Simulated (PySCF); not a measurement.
Working out the ionisation energy of Cl⁺

Cl⁺ [Ne] 3s2 3p4 (3P) → Cl²⁺ [Ne] 3s2 3p3 (4S). Computed with PySCF 2.14 in dyall-av2z (13s9p2d, 50 functions), with the non-relativistic Hamiltonian (point nucleus). Frozen: [Ne]; the 16 highest virtual orbitals dropped. Energies in hartree (1 hartree = 27.21139 eV):

```json
{"part": "UHF", "Cl⁺ (lower)": "-459.038440", "Cl²⁺ (upper)": "-458.210877"}
{"part": "MP2 opposite-spin", "Cl⁺ (lower)": "-0.073225", "Cl²⁺ (upper)": "-0.056033"}
{"part": "MP2 same-spin", "Cl⁺ (lower)": "-0.024067", "Cl²⁺ (upper)": "-0.020769"}
```

Problem. What does Hartree-Fock give?

Solution. (-458.210877) − (-459.038440) = 0.827563 hartree = 22.519 eV.

Problem. What do MP2 and SCS-MP2 (6/5 opposite-spin, 1/3 same-spin) give?

Solution. The opposite-spin parts differ by 0.468 eV and the same-spin parts by 0.090 eV. MP2: 22.519 + (0.468) + (0.090) = 23.077 eV. SCS-MP2: 22.519 + 1.2 × (0.468) + (0.090)/3 = 23.111 eV.

Measured between the centres of the two terms (NIST): 23.771 eV, so MP2 (valence) is off by -0.694 eV.

A double-zeta basis recovers only part of the correlation energy.

What remains against the reference includes basis incompleteness, the frozen core and correlation beyond second order.
